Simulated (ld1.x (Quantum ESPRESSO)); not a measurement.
# revPBE PAW dataset for arsenic, scalar-relativistic all-electron reference.

The input file (ld1.x (Quantum ESPRESSO) 7.5):

```
&input
   title='As', zed=33., rel=1, dft='REVPBE', iswitch=3,
   config='[Ar] 3d10 4s2 4p3',
   nld=2, rlderiv=2.50, eminld=-3.0, emaxld=5.0, deld=0.02
 /
 &inputp
   pseudotype=3, lpaw=.true., tm=.true., lloc=-1, rcloc=1.75,
   nlcc=.true., new_core_ps=.true., rcore=1.30,
   which_augfun='BESSEL', rmatch_augfun=2.10,
   file_pseudopw='As.UPF', file_wfcaegen='ae.wfc', file_wfcncgen='nc.wfc', file_beta='beta', file_chi='chi', file_wfcusgen='us.wfc'
 /
4
4S  1  0   2.00   0.00  1.85  2.05  0.0
4S  1  0   0.00  -0.60  1.85  2.05  0.0
4P  2  1   3.00   0.00  1.95  2.30  0.0
4P  2  1   0.00   1.10  1.95  2.30  0.0
 &test
   configts(1)='4s2 4p3'
 /
```

Command:

```bash
ld1.x < As.in > As.out
```

Output (shortened: banner, matrices, multipoles, cross overlaps and the repeated all-electron block are left out):

```
Program LD1 v.7.5
     --------------------------- All-electron run ----------------------------

     As
     scalar relativistic calculation

     atomic number is 33.00
     dft =REVPBE   lsd =0 sic =0 latt =0  beta=0.20 tr2=1.0E-14
     Exchange-correlation= REVPBE
                           (   1   4   4   4   0   0   0)
     mesh =1209 r(mesh) =  99.83237 a.u. xmin = -7.00 dx = 0.01250
     1 Ry =  13.60569312 eV, c = 137.03599908

     n l     nl                  e(Ry)          e(Ha)          e(eV)
     1 0     1S 1( 2.00)      -861.4256      -430.7128    -11720.2919
     2 0     2S 1( 2.00)      -109.2830       -54.6415     -1486.8711
     2 1     2P 1( 6.00)       -95.8077       -47.9038     -1303.5300
     3 0     3S 1( 2.00)       -13.9920        -6.9960      -190.3708
     3 1     3P 1( 6.00)        -9.8250        -4.9125      -133.6756
     3 2     3D 1(10.00)        -2.9834        -1.4917       -40.5911
     4 0     4S 1( 2.00)        -1.0608        -0.5304       -14.4323
     4 1     4P 1( 3.00)        -0.3788        -0.1894        -5.1543

     final scf error:  8.2E-15 reached in  39 iterations

     Etot =   -4521.946516 Ry,   -2260.973258 Ha,  -61524.216621 eV

     Ekin =    4609.027880 Ry,    2304.513940 Ha,   62709.018931 eV
     Encl =  -10899.112628 Ry,   -5449.556314 Ha, -148289.981733 eV
     Eh   =    1935.692930 Ry,     967.846465 Ha,   26336.443988 eV
     Exc  =    -167.554698 Ry,     -83.777349 Ha,   -2279.697808 eV

     normalization and overlap integrals

     s(1S/1S) =  1.000000  <r> =   0.0455  <r2> =    0.0028  r(max) =   0.0296
     s(2S/2S) =  1.000000  <r> =   0.2027  <r2> =    0.0485  r(max) =   0.1701
     s(2P/2P) =  1.000000  <r> =   0.1772  <r2> =    0.0385  r(max) =   0.1358
     s(3S/3S) =  1.000000  <r> =   0.5981  <r2> =    0.4123  r(max) =   0.5239
     s(3P/3P) =  1.000000  <r> =   0.6171  <r2> =    0.4475  r(max) =   0.5239
     s(3D/3D) =  1.000000  <r> =   0.6781  <r2> =    0.5818  r(max) =   0.4800
     s(4S/4S) =  1.000000  <r> =   1.9422  <r2> =    4.3475  r(max) =   1.6136
     s(4P/4P) =  1.000000  <r> =   2.5545  <r2> =    7.7632  r(max) =   1.9957

     ------------------------ End of All-electron run ------------------------

     --------------------- Generating PAW atomic setup --------------------

      Generating local potential from pseudized AE potential:
      Matching radius rcloc =   1.7500

      Local pseudo, rcloc= 1.739 Estimated cut-off energy=     8.06 Ry

      Computing core charge for nlcc:

       r > 1.30 : true rho core
      Core charge pseudized with two Bessel functions
      Integrated core pseudo-charge :   8.87
      Wfc-us  4S rcutus= 2.072  Estimated cut-off energy=    11.19 Ry
      Wfc-us  4S rcutus= 2.072  Estimated cut-off energy=    12.34 Ry
      Wfc-us  4P rcutus= 2.290  Estimated cut-off energy=    14.60 Ry
      Wfc-us  4P rcutus= 2.290  Estimated cut-off energy=    19.78 Ry

     Required augmentation: BESSEL   radius:    2.100000
     Suggested rho cutoff for augmentation:  12.07 Ry

     Estimated PAW energy = -175.993957 Ryd

     ------------------- End of pseudopotential generation -------------------

     Computing logarithmic derivative in   2.51497
     Computing logarithmic derivative in   2.51497
     Computing the partial wave expansion
     R is outside the sphere for l=    0 j= 0.00
     R is outside the sphere for l=    0 j= 0.00
     R is outside the sphere for l=    1 j= 0.00
     R is outside the sphere for l=    1 j= 0.00

     ---------------------- Testing the pseudopotential ----------------------

     As
     scalar relativistic calculation

     atomic number is 33.00   valence charge is  5.00
     dft = SLA  PW   REVX PBC   lsd =0 sic =0 latt =0  beta=0.20 tr2=1.0E-14
     mesh =1209 r(mesh) =  99.83237 xmin = -7.00 dx = 0.01250

     n l     nl             e AE (Ry)        e PS (Ry)    De AE-PS (Ry)
     1 0     4S   1( 2.00)       -1.06075       -1.06076        0.00000
     2 1     4P   1( 3.00)       -0.37883       -0.37883        0.00000

     eps = 1.2E-17  iter =  4

     Etot =   -4521.946516 Ry,   -2260.973258 Ha,  -61524.216621 eV
     Etotps =  -175.993974 Ry,     -87.996987 Ha,   -2394.519998 eV

     Ekin =      22.498920 Ry,      11.249460 Ha,     306.113396 eV
     Encl =     -40.801670 Ry,     -20.400835 Ha,    -555.134995 eV
     Ehrt =       9.863479 Ry,       4.931740 Ha,     134.199471 eV
     Ecxc =    -167.554703 Ry,     -83.777352 Ha,   -2279.697870 eV
     (Ecc =     -16.198787 Ry,      -8.099394 Ha,    -220.395729 eV)

     ---------------------- End of pseudopotential test ----------------------
```

Generation and configuration tests took about 1.7 s on one core of a shared server CPU.

Transferability test of the new file with ld1.x, input:

```
&input
   title='As', zed=33., rel=1, dft='REVPBE', iswitch=2,
   config='[Ar] 3d10 4s2 4p3'
 /
 &test
   file_pseudo='As.UPF', nconf=8,
   configts(1)='4s2 4p3',
   configts(2)='4s2 4p2',
   configts(3)='4s2 4p1',
   configts(4)='4s2 4p0',
   configts(5)='4s2 4p2.5',
   configts(6)='4s1 4p3',
   configts(7)='4s0 4p5',
   configts(8)='4s1 4p4'
 /
```

```bash
ld1.x < As.test.in > As.test.out
```

Pseudopotential blocks of its output, shortened (energy terms left out):

```
     ---------------------- Testing the pseudopotential ----------------------

     n l     nl             e AE (Ry)        e PS (Ry)    De AE-PS (Ry)
     1 0     4S   1( 2.00)       -1.06075       -1.06076        0.00000
     2 1     4P   1( 3.00)       -0.37883       -0.37883        0.00000

     eps = 1.2E-17  iter =  4

     Etot =   -4521.946516 Ry,   -2260.973258 Ha,  -61524.216621 eV
     Etotps =  -175.993974 Ry,     -87.996987 Ha,   -2394.519998 eV

     ---------------------- End of pseudopotential test ----------------------

          ---------------------- Testing the pseudopotential ----------------------

     n l     nl             e AE (Ry)        e PS (Ry)    De AE-PS (Ry)
     1 0     4S   1( 2.00)       -1.71167       -1.71308        0.00141
     2 1     4P   1( 2.00)       -0.97675       -0.97747        0.00072

     eps = 6.5E-15  iter = 14

     Etot =   -4521.277313 Ry,   -2260.638657 Ha,  -61515.111646 eV
     Etotps =  -175.324427 Ry,     -87.662214 Ha,   -2385.410353 eV
     dEtot_ae =       0.669203 Ry
     dEtot_ps =       0.669547 Ry,   Delta E=      -0.000343 Ry

     ---------------------- End of pseudopotential test ----------------------

          ---------------------- Testing the pseudopotential ----------------------

     n l     nl             e AE (Ry)        e PS (Ry)    De AE-PS (Ry)
     1 0     4S   1( 2.00)       -2.45158       -2.45757        0.00599  !
     2 1     4P   1( 1.00)       -1.66030       -1.66409        0.00379

     eps = 1.3E-15  iter = 10

     Etot =   -4519.964953 Ry,   -2259.982477 Ha,  -61497.256082 eV
     Etotps =  -174.009921 Ry,     -87.004960 Ha,   -2367.525583 eV
     dEtot_ae =       1.981563 Ry
     dEtot_ps =       1.984053 Ry,   Delta E=      -0.002490 Ry

     ---------------------- End of pseudopotential test ----------------------

          ---------------------- Testing the pseudopotential ----------------------

     n l     nl             e AE (Ry)        e PS (Ry)    De AE-PS (Ry)
     1 0     4S   1( 2.00)       -3.25451       -3.27162        0.01712  !
     2 1     4P   1( 0.00)       -2.40610       -2.41896        0.01286  !

     eps = 1.2E-15  iter =  9

     Etot =   -4517.936547 Ry,   -2258.968273 Ha,  -61469.658203 eV
     Etotps =  -171.973634 Ry,     -85.986817 Ha,   -2339.820494 eV
     dEtot_ae =       4.009970 Ry
     dEtot_ps =       4.020339 Ry,   Delta E=      -0.010370 Ry

     ---------------------- End of pseudopotential test ----------------------

          ---------------------- Testing the pseudopotential ----------------------

     n l     nl             e AE (Ry)        e PS (Ry)    De AE-PS (Ry)
     1 0     4S   1( 2.00)       -1.37280       -1.37325        0.00045
     2 1     4P   1( 2.50)       -0.66506       -0.66525        0.00019

     eps = 5.3E-15  iter =  9

     Etot =   -4521.686754 Ry,   -2260.843377 Ha,  -61520.682367 eV
     Etotps =  -175.734136 Ry,     -87.867068 Ha,   -2390.984719 eV
     dEtot_ae =       0.259763 Ry
     dEtot_ps =       0.259838 Ry,   Delta E=      -0.000075 Ry

     ---------------------- End of pseudopotential test ----------------------

          ---------------------- Testing the pseudopotential ----------------------

     n l     nl             e AE (Ry)        e PS (Ry)    De AE-PS (Ry)
     1 0     4S   1( 1.00)       -1.77769       -1.78149        0.00380
     2 1     4P   1( 3.00)       -1.03024       -1.03206        0.00182

     eps = 7.9E-15  iter =  6

     Etot =   -4520.536082 Ry,   -2260.268041 Ha,  -61505.026686 eV
     Etotps =  -174.581805 Ry,     -87.290902 Ha,   -2375.306460 eV
     dEtot_ae =       1.410434 Ry
     dEtot_ps =       1.412169 Ry,   Delta E=      -0.001735 Ry

     ---------------------- End of pseudopotential test ----------------------
```

The test run then stopped with an error in new_paw_hamiltonian: “negative rho”.
